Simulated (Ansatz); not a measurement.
`[CH3][In][SH]`• → C• + 4 H• + In• + S•  (atomization)

Program: Ansatz. Geometries: PBE0-D4/def2-TZVP. ΔE: electronic, gas phase. CBS: MP2 limit from def2 TZ/QZ plus the TZ coupled-cluster correction, frozen cores. This one scheme is used for every species, atoms too. No spin–orbit coupling; open shells (•) take unrestricted orbitals. Spin–orbit coupling would lower the free atoms: a little for C, S; strongly for In. def2 core potentials past Kr. For In outer-core shells are correlated without core-valence functions, so the limit isn't a true one: a few kJ/mol of doubt a bond, and 10 to 20 or more in all where bonds break to atoms. One conformer a species, not always the lowest.

`[CH3][In][SH]`•:

Z-matrix (Å, degrees):
```
C
In 1 2.200
H 1 1.091 2 107.4
H 1 1.091 2 107.4 3 118.3
H 1 1.088 2 111.0 3 -120.8
S 2 2.440 1 115.6 3 -58.9
H 6 1.345 2 92.5 1 0.2
```

```tsv
species	CCSD/def2-SVP energy (Eh)
`[CH3][In][SH]`•	-627.18104
C•	-37.71440
H•	-0.49928
In•	-189.27064
S•	-397.46677
```

**Question.** Work out ΔE.

**Answer.** ΔE = 4 × (-0.49928) + (-37.71440) + (-189.27064) + (-397.46677) − (-627.18104) = 0.73211 Eh = +1922.2 kJ/mol. CCSD(T)/CBS gives +2082.1 kJ/mol.

Largest T1 diagnostic among the species: 0.016.

From BLYP to BHLYP (50 % exact exchange), in def2-TZVPP and without D4, ΔE moves by −25.5 kJ/mol: exact exchange takes away binding that semilocal exchange gives to molecules. In def2-TZVPP, CCSD(T) changes the Hartree–Fock value by +508.4 kJ/mol (the triples alone add +31.8 kJ/mol) and MP2 by +512.4 kJ/mol; breaking electron pairs costs correlation energy, which Hartree–Fock lacks. The D4 term adds +21.6 kJ/mol with B3LYP and +11.2 kJ/mol with PBE0; it sums over pairs of atoms, weighted by their polarisabilities, and B3LYP, whose exchange is more repulsive, gets the larger term.

B3LYP here is the variant with VWN-RPA as its local correlation; programs differ in this.

For atomizations the MP2-based limit and the directly extrapolated one differ by several kJ/mol either way, and by 10 to 25 for some Ge, Se and Sn compounds, so smaller differences from it don't rank the levels.
